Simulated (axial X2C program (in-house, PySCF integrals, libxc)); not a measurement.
# Nuclear properties of SbOH

Computed with an axial X2C code built on PySCF integrals: two-component X2C with atomic mean-field Coulomb and Gaunt terms, Gaussian nuclei, basis Sb dyall-v3z, O dyall-av3z, H dyall-v3z with contracted cores.

Sb–O–H held linear, with bonds 1.923 and 0.950 Å (near the PBE0 minimum at charge 0 of the determinant lowest at the starting distance; the state shown can have its own minimum elsewhere, held linear; other orders of the atoms were not compared).

Determinant lowest in the PBE0 search, Ω = 1 (⟨Sz⟩ = 1.00, ⟨Lz⟩ = 0.00 at PBE0), spin on the atoms Sb 0.97, O 0.04, H -0.01:

```tsv
level	Eeff magnitude (GV/cm)	Ws magnitude Sb (kHz)	A∥/gI Sb (MHz)	qzz Sb (a.u.)	A∥/gI O (MHz)	qzz O (a.u.)	A∥/gI H (MHz)	qzz H (a.u.)	μ (D)
PBE0	0.518	0.0942	-1080	5.09	-15.7	1.81	0.102	0.53	0.07
HF	2.37	1.6	-981	4.84	25.1	1.88	0.174	0.53	-0.18
PBE	1.06	0.412	-1070	5.13	-28.1	1.77	0.177	0.53	0.25
```

Determinant 0.40 eV from it at PBE0 and this distance, Ω = 0 (closed shell), highest spinor 79% Sb p, 10% O p, 4% O d:

```
level  qzz Sb (a.u.)  qzz O (a.u.)  qzz H (a.u.)  μ (D)
 PBE0           5.61          1.78          0.53   0.12
   HF           5.27          1.85          0.53  -0.13
  PBE           5.69          1.74          0.53   0.29
```

Eeff is the effective electric field on the electron electric dipole moment in this Ω state and Ws the scalar–pseudoscalar constant of the nucleus named (defined with the proton number Z and per Ω); A∥ (defined per Ω) follows by multiplying with gI = μI/(I μN); qzz is the electric field gradient, eQq0 = 234.96 MHz × Q/barn × qzz; μ is positive if the H end (last atom) is positive. The operators were transformed with the bare-nucleus X2C matrices; with these basis sets, hyperfine constants and field gradients can be off by tens of per cent, and where levels differ in sign neither size nor sign is settled.

With gI(121Sb) = 1.3454, Q(121Sb) = -0.543 barn, Q(17O) = -0.02558 barn, gI(1H) = 5.5857 (g factors from the IAEA table of nuclear moments by Stone; Q from Pyykkö, Mol. Phys. 2018), turn the PBE0 values of the first state into constants in MHz.

A∥(121Sb) = -1080 × 1.3454 = -1450 MHz; eQq0(121Sb) = 234.96 × (-0.543) × (5.09) = -649 MHz; eQq0(17O) = 234.96 × (-0.02558) × (1.81) = -10.9 MHz; A∥(1H) = 0.102 × 5.5857 = 0.57 MHz.

The molecule was held linear; bending was not examined, so a bent shape may lie lower.

Each state is one determinant with collinear spin, which with several unpaired electrons need not be a pure state. Unrestricted Hartree–Fock can overshoot spin polarisation at the nuclei. In the state Ω = 1 the sign of Eeff differs between levels (HF against PBE0). A closed determinant beside an open π² or δ² triplet, such as (π1/2)², mixes with its partner pair into the 0⁺ component of the triplet and ¹Σ⁺, so its energy is not that of a level, and 0⁺ can lie lowest. With several open shells hyperfine constants can be off by a factor of several. Where Eeff spreads by more than a factor of two the levels disagree and none is to be relied on. Open-shell Ω = 0 determinants with evenly filled partner blocks cannot be reached by this program, so the Ω shown need not be the lowest component. States lie within half an eV, so the first need not be the ground state. The sign of Ws at Sb differs between levels in the first state. PBE0 term energies can be off by some tenths of an eV.
